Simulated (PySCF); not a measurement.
A structure optimised at GFN2-xTB (Å):
```
atom  x, y, z in Å
C1    -1.7258    0.7446   -0.1265
C2    -0.3373    0.2665   -0.4764
C3     0.0024   -1.1874   -0.3762
C4     0.6077   -0.2064    0.5871
C5     2.1268    0.1444    0.4619
O6     2.7042    0.3495    1.5404
O7     2.5805    0.1804   -0.6910
H8    -2.1295    0.1651    0.7029
H9    -1.7075    1.7946    0.1680
H10   -2.4032    0.6411   -0.9780
H11    0.1281    0.8030   -1.2964
H12    0.6625   -1.5995   -1.1261
H13   -0.7589   -1.8753   -0.0243
H14    0.2494   -0.2209    1.6123
```

Charge -1, singlet.

Problem. Read off the bonds between heavy atoms and their formal orders.

Solution. C1–C2 1.51 Å (single); C2–C3 1.50 Å (single); C3–C4 1.50 Å (single); C4–C5 1.56 Å (single); C5–O6 1.24 Å (double); C5–O7 1.24 Å (single); C2–C4 1.50 Å (single). Bonds to hydrogen (Å): C1–H8 1.09; C1–H9 1.09; C1–H10 1.09; C2–H11 1.08; C3–H12 1.08; C3–H13 1.08; C4–H14 1.09. The orders are those of one drawing; other resonance forms can be drawn.

Problem. Give the structure as a SMILES string.

Solution. `C[C@@H]1C[C@H]1C(=O)[O-]`, [C5H7O2]-. Among its features: carboxylate and cyclopropane ring.

Problem. What is the point group of this geometry?

Solution. C1 (no symmetry element, even within 0.4 Å).

Problem. Which rings does it hold (smallest set)?

Solution. C2–C3–C4 (3 members).

Problem. Classify the heavy atoms.

Solution. C1: methyl carbon; C2: three-membered-ring carbon; C3: three-membered-ring carbon; C4: sp3 carbon next to a carbonyl; C5: carboxylate carbon; O6: carboxylate oxygen; O7: carboxylate oxygen.

Problem. What is the arrangement about C4?

Solution. It has 4 neighbours (C3, C5, C2, H14) and has angles from 59.8° to 119.1°.

Problem. What is the arrangement about C2?

Solution. It has 4 neighbours (C1, C3, C4, H11) and has angles from 60.2° to 121.0°.

All values are computed, not measured.
